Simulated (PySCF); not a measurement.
Cl₂Fe (SMILES [Cl][Fe][Cl]), quintet (typed; the unrestricted solution is spin-contaminated), geometry from GFN2-xTB (such geometries of metal compounds can be far from the true shape), atoms displaced at random by about 0.08 Å a coordinate; PBE/STO-3G, gradient run with PySCF.

Input for PySCF:
```python
from pyscf import gto, scf, dft

mol = gto.M(
    atom='''
Fe    0.40945032   -0.18475081    0.17226212
Cl    1.00564799    0.40153371   -1.56448012
Cl   -1.59060999   -0.10616894    0.95637147
''',
    basis='sto-3g',
    spin=4,
    verbose=4,
)

mf = dft.UKS(mol)
mf.xc = 'pbe'
mf.grids.level = 1
mf.kernel()
g = mf.nuc_grad_method()
g.grid_response = True
grad = g.kernel()
```

What the program printed (banner, timings and long lists left out):

```
PySCF version 2.14.0

[INPUT] verbose = 4
[INPUT] num. atoms = 3
[INPUT] num. electrons = 60
[INPUT] charge = 0
[INPUT] spin (= nelec alpha-beta = 2S) = 4
[INPUT] symmetry False subgroup None
[INPUT] Mole.unit = angstrom
[INPUT] Symbol           X                Y                Z      unit          X                Y                Z       unit  Magmom
[INPUT]  1 Fe     0.409450320000  -0.184750810000   0.172262120000 AA    0.773748966416  -0.349128432192   0.325528228437 Bohr   0.0
[INPUT]  2 Cl     1.005647990000   0.401533710000  -1.564480120000 AA    1.900399278819   0.758788741681  -2.956438954127 Bohr   0.0
[INPUT]  3 Cl    -1.590609990000  -0.106168940000   0.956371470000 AA   -3.005817252097  -0.200630219535   1.807280151648 Bohr   0.0

nuclear repulsion = 271.998865459604
number of shells = 18
number of NR pGTOs = 108
number of NR cGTOs = 36
basis = sto-3g
ecp = {}

******** <class 'pyscf.dft.uks.UKS'> ********
method = UKS
initial guess = minao
damping factor = 0
level_shift factor = 0
DIIS = <class 'pyscf.scf.diis.CDIIS'>
diis_start_cycle = 1
diis_space = 8
diis_damp = 0
SCF conv_tol = 1e-09
SCF conv_tol_grad = None
SCF max_cycles = 50
direct_scf = True
direct_scf_tol = 1e-13
number electrons alpha = 32  beta = 28
XC library pyscf.dft.libxc version 7.1.2
    S. Lehtola, C. Steigemann, M. J. T. Oliveira, and M. A. L. Marques,  SoftwareX 7, 1–5 (2018)
XC functionals = pbe
    J. P. Perdew, K. Burke, and M. Ernzerhof,  Phys. Rev. Lett. 77, 3865 (1996)
    J. P. Perdew, K. Burke, and M. Ernzerhof,  Phys. Rev. Lett. 78, 1396 (1997)
    J. P. Perdew, K. Burke, and M. Ernzerhof,  Phys. Rev. Lett. 77, 3865 (1996)
    J. P. Perdew, K. Burke, and M. Ernzerhof,  Phys. Rev. Lett. 78, 1396 (1997)
radial grids:
    Treutler-Ahlrichs [JCP 102, 346 (1995); DOI:10.1063/1.469408] (M4) radial grids

becke partition: Becke, JCP 88, 2547 (1988); DOI:10.1063/1.454033
pruning grids: <function nwchem_prune>
grids dens level: 1
symmetrized grids: False
atomic radii adjust function: <function treutler_atomic_radii_adjust>
small_rho_cutoff = 0
Set gradient conv threshold to 3.16228e-05
tot grids = 20088
init E= -2156.86340576249

cycle= 1 E= -2154.16622891258  delta_E=  2.7  |g|= 1.62  |ddm|= 5.82

cycle= 2 E= -2142.4801717745  delta_E= 11.7  |g|= 2.23  |ddm|= 6.04
cycle= 3 E= -2159.4047374066  delta_E= -16.9  |g|= 0.412  |ddm|= 5.45
cycle= 4 E= -2158.53133647281  delta_E= 0.873  |g|= 1.15  |ddm|= 3.12
cycle= 5 E= -2158.71664194632  delta_E= -0.185  |g|= 1.09  |ddm|= 0.283
cycle= 6 E= -2158.71364303375  delta_E= 0.003  |g|= 1.09  |ddm|= 0.0822
cycle= 7 E= -2158.7064137658  delta_E= 0.00723  |g|= 1.09  |ddm|= 0.0879
cycle= 8 E= -2158.72698767104  delta_E= -0.0206  |g|= 1.08  |ddm|= 0.0401
cycle= 9 E= -2158.77538262838  delta_E= -0.0484  |g|= 1.06  |ddm|= 0.0978

cycle= 10 E= -2157.47694481033  delta_E=  1.3  |g|=  1.4  |ddm|= 1.64
cycle= 11 E= -2159.5431675093  delta_E= -2.07  |g|= 0.546  |ddm|= 2.94
cycle= 12 E= -2159.6718378336  delta_E= -0.129  |g|= 0.344  |ddm|= 2.11
cycle= 13 E= -2159.83646010695  delta_E= -0.165  |g|= 0.0955  |ddm|=  1.3
cycle= 14 E= -2159.84374462248  delta_E= -0.00728  |g|= 0.0321  |ddm|= 0.247
cycle= 15 E= -2159.84520404971  delta_E= -0.00146  |g|= 0.0104  |ddm|= 0.135
cycle= 16 E= -2159.84541689774  delta_E= -0.000213  |g|= 0.004  |ddm|= 0.0578
cycle= 17 E= -2159.84544644133  delta_E= -2.95e-05  |g|= 0.000419  |ddm|= 0.025
cycle= 18 E= -2159.84544681076  delta_E= -3.69e-07  |g|= 6.69e-05  |ddm|= 0.00335
cycle= 19 E= -2159.84544682087  delta_E= -1.01e-08  |g|= 1.33e-05  |ddm|= 0.000465
cycle= 20 E= -2159.84544682112  delta_E= -2.51e-10  |g|= 6.26e-06  |ddm|= 6.76e-05
Extra cycle  E= -2159.84544682095  delta_E= 1.69e-10  |g|= 1.51e-05  |ddm|= 4.77e-05
converged SCF energy = -2159.84544682095  <S^2> = 6.2489649  2S+1 = 5.0986135

******** <class 'pyscf.grad.uks.Gradients'> for <class 'pyscf.dft.uks.UKS'> ********
unit = Eh/Bohr
grid_response = True
--------------- UKS gradients ---------------
         x                y                z
0 Fe     0.0543328157     0.0046193414    -0.0384026335
1 Cl    -0.0292091457    -0.0108899135     0.0416187185
2 Cl    -0.0251236700     0.0062705721    -0.0032160850
----------------------------------------------
```
